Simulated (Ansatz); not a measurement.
Program: Ansatz. Geometries: PBE0-D4/def2-TZVP. ΔE: electronic, gas phase. CCSD(T)/CBS is the MP2 limit (def2-TZVPP, def2-QZVPP) plus CCSD(T) − MP2 in def2-TZVPP, frozen cores. Functionals use def2-TZVPP. B3LYP here is the variant with VWN-RPA as its local correlation; programs differ in this. For Ge outer-core shells are correlated without core-valence functions, which leaves a few kJ/mol of doubt a bond. Scalar relativity is left out up to krypton. Each species was taken in one conformer, which may not be the lowest.

`O[SiH2][CH2][GeH2][OH]` + `C[SiH2]N[SiH3]` → `C[SiH2]N[SiH2]O` + `[OH][GeH2][CH2][SiH3]`  (redistribution)

```tsv
level	ΔE (kJ/mol)
PBE-D4	1.5
B3LYP-D4	3.7
B2PLYP	1.7
PBE	-0.2
PBE0	0.9
SCS-MP2/def2-TZVPP	1.5
MP2/def2-QZVPP	2.1
MP2/CBS(def2)	2.4
```

(1) What does CCSD(T)/CBS give? (Best estimate.)

Largest T1 diagnostic among the species: 0.011.

Results:

(1) Computed: +1.7 kJ/mol. The listed levels differ from it by -0.2, 2.0, 0.0, -1.9, -0.8, -0.2, 0.4, 0.7 kJ/mol.
